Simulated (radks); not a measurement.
K9+, configuration [Ne] (the NIST ground configuration).

Calculated with a radial shooting solver on a logarithmic mesh with Libxc functionals: non-relativistic Kohn-Sham, LDA (Slater exchange, Perdew-Wang correlation), spin-unpolarised, spherical densities, point nucleus.

Energy parts (eV):
| part | energy |
|---|---|
| total | -15505.168 |
| kinetic | 15485.798 |
| electron-nucleus | -34684.520 |
| Hartree | 4416.180 |
| exchange-correlation | -722.626 |

Orbitals (lengths in bohr, moments of r in powers of bohr; <r^-3> diverges for s and p1/2; r(max) is where P^2 peaks):
orbital  occ.  eigenvalue (eV)   r(max)      <r^4>  <r^-3>
1s          2        -3700.376  0.05363  0.0002059       -
2s          2        -541.1441   0.3189    0.05389       -
2p          6        -473.3944   0.2605    0.04372   157.2
3s          0        -183.1135   0.9508      2.153       -
3p          0        -164.4384   0.9520      2.373   29.88
3d          0        -138.5587   0.8412      2.251   3.324

The highest occupied level is 2p at -473.39 eV. The density falls to 0.001 e/bohr^3 at r = 1.25 bohr.
